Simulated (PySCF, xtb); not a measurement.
C₃H₈Se, SMILES CC[Se]C. One conformer was computed; it need not be the lowest.

Harmonic wavenumbers (cm⁻¹) from xtb 6.7.1 with GFN2-xTB at its own minimum, in rising order: 64, 136, 186, 231, 274, 536, 572, 748, 872, 879, 1000, 1003, 1069, 1223, 1232, 1283, 1404, 1430, 1437, 1441, 1490, 1496, 2953, 2974, 3004, 3014, 3016, 3032, 3035, 3037.

Q: What does B3LYP-D3(BJ)/def2-SVP (PySCF) give at its own minimum? (Estimate from the structure and the level; the computed values follow.)

A: 74, 141, 191, 264, 297, 561, 598, 739, 899, 904, 977, 1024, 1065, 1255, 1257, 1298, 1394, 1437, 1445, 1452, 1465, 1474, 3024, 3043, 3055, 3100, 3107, 3129, 3149, 3156. Paired by order, the mean absolute difference is 36 cm⁻¹ and the zero-point energies are 63.0 and 64.3 kcal/mol.
